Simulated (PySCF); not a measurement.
# Structure elucidation problem

The spectra below were simulated for a compound C4H13NO2Si2.

1H NMR (400 MHz, computed): δ 9.70 (d, 1H), 5.34 (m, 1H), 5.33 (m, 1H), 4.90 (m, 1H), 4.57 (s, 3H), 2.82 (s, 3H), 1.46 (d, 3H).

13C{1H} NMR (computed): δ 209.8 (CH), 80.7 (CH), 32.9 (CH3), 18.8 (CH3).

Calculated, not measured (PySCF): NMR shieldings at PBE0/pcSseg-1/GIAO, coordinates at the GFN2-xTB level. No solvent, non-relativistic Hamiltonian, one computed conformer, fast rotation and ring inversion assumed for equivalent nuclei.

Chemical shifts δ = σref − σ; TMS for 1H (31.72 ppm), 13C (186.93 ppm), all at this level.

Propose a structure and justify it.

Results:


The formula gives 1 degree of unsaturation (no ring in the answer). 4 carbon signals for 4 carbons: no two carbons are equivalent. Carbon types of the structure: 2 × CH, 2 × CH3, leaving 5 H on heteroatoms. δC 209.8: aldehyde carbonyl carbon; the double bond to the heteroatom, with no lone-pair donor beside it, deshields it most. δC 80.7: sp3 CH bonded to O, α to a carbonyl; deshielded by the electronegative neighbour. δC 32.9: methyl carbon bonded to N; deshielded by the electronegative neighbour. δC 18.8: methyl carbon; a saturated carbon with 1 carbon neighbour and no heteroatom attached. δH 9.70: hydrogen on an aldehyde carbonyl carbon; the formyl region, downfield of aromatic protons. δH 4.90: hydrogen on an sp3 CH bonded to O, α to a carbonyl; its carbon carries O, hence the downfield position. δH 2.82: hydrogen on a methyl carbon bonded to N; its carbon carries N, an electronegative neighbour.

These data were computed for SMILES C[C@H](C=O)O[SiH2]N(C)[SiH3].

The data come from this structure; uniqueness wasn't tested.

Shifts are as computed. Against solution values, carbons near 30 ppm lie about +3 ppm off and those near 130 ppm about +5 ppm. Of 1309 compounds with measured shifts, 239 miss one by over three times the rms of a fit or turn the order of signals round; such compounds aren't used in these exercises. No couplings were computed; multiplicities are counted from neighbouring protons, with m where these are inequivalent, close in shift, in a saturated or five-membered ring or joined by F or P, and br s for small geminal =CH2 splittings.
